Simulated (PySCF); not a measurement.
Isomers of C4H7NOSi, one GFN2-xTB conformer each. Single-point energies are computed at PBE0/pcSseg-1 (PySCF, gas phase, no added dispersion term), electronic only.

Question: Rank them by PBE0/pcSseg-1 energy, lowest first (kcal/mol).
A. `[CH:1]#[C:2]/[CH:3]=[N:4]/[SiH2:5][O:6][CH3:7]` with C3–N4–Si5–O6 -127°, N4–Si5–O6–C7 -51°
B. `[NH2:1][SiH2:2][c:3]1[cH:4][cH:5][cH:6][o:7]1` with H–N1–Si2–C3 -68° and 68°, N1–Si2–C3–C4 149°
C. `[CH:1]#[C:2]/[CH:3]=[N:4]\[SiH2:5][O:6][CH3:7]` with C3–N4–Si5–O6 129°, N4–Si5–O6–C7 53°

Answer: B (0.0), C (41.7), A (41.8).

As drawn, the lowest has an aromatic ring, an N–H bond and an Si–C bond, which the highest lacks; the highest has a C≡C bond, a C=N bond and an Si–O bond, which the lowest lacks. Neighbours under 2.5 kcal/mol apart (C#C/C=N\[SiH2]OC and C#C/C=N/[SiH2]OC) can change places with a better method, another conformer or zero-point energy. C#C/C=N\[SiH2]OC and C#C/C=N/[SiH2]OC are stereoisomers, 0.1 kcal/mol apart in the conformers taken. GFN2-xTB itself gives, in the same order: 0.0, 19.5, 20.3. Both levels put the same isomer lowest; measured from each level's own lowest isomer, the values differ by up to 22.2 kcal/mol (C#C/C=N\[SiH2]OC: 19.5 against 41.7).

Question: Which frontier levels, dipoles and rotational constants go with these structures?

Answer: 
```json
{"SMILES": "N[SiH2]c1ccco1", "HOMO (eV, PBE0/pcSseg-1)": "-6.60", "LUMO (eV)": "-0.11", "dipole (D)": "1.34", "A, B, C (MHz)": "5895, 1374, 1162"}
{"SMILES": "C#C/C=N\\[SiH2]OC", "HOMO (eV, PBE0/pcSseg-1)": "-7.39", "LUMO (eV)": "-1.88", "dipole (D)": "1.43", "A, B, C (MHz)": "6081, 1026, 953.9"}
{"SMILES": "C#C/C=N/[SiH2]OC", "HOMO (eV, PBE0/pcSseg-1)": "-7.40", "LUMO (eV)": "-1.87", "dipole (D)": "1.64", "A, B, C (MHz)": "5150, 976.8, 848.8"}
```
